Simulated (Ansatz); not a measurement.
Consider the isomerisation: `F/[C]([AlH2])=C\[SiH3]` → `C=[CH][Al]([F])[SiH3]`.

Program: Ansatz. Geometries: PBE0-D4/def2-TZVP. ΔE: electronic, gas phase. CBS: MP2 limit from def2 TZ/QZ plus the TZ coupled-cluster correction, frozen cores. Each species was taken in one conformer, which may not be the lowest.

```csv
level,ΔE (kJ/mol)
SCS-MP2/def2-TZVPP,-268.0
CCSD/def2-TZVPP,-272.1
CCSD(T)/def2-TZVPP,-270.2
MP2/CBS(def2),-277.1
```

Task: What does CCSD(T)/CBS give? (An estimate is asked.)

Result: Computed: -274.0 kJ/mol. The listed levels differ from it by 6.0, 1.9, 3.8, -3.1 kJ/mol.

Largest T1 diagnostic among the species: 0.013.

In def2-TZVPP, CCSD(T) changes the Hartree–Fock value by −6.6 kJ/mol (the triples alone add +1.9 kJ/mol) and MP2 by −9.8 kJ/mol. From PBE to PBE0 (25 % exact exchange), in def2-TZVPP and without D4, ΔE moves by −5.4 kJ/mol.
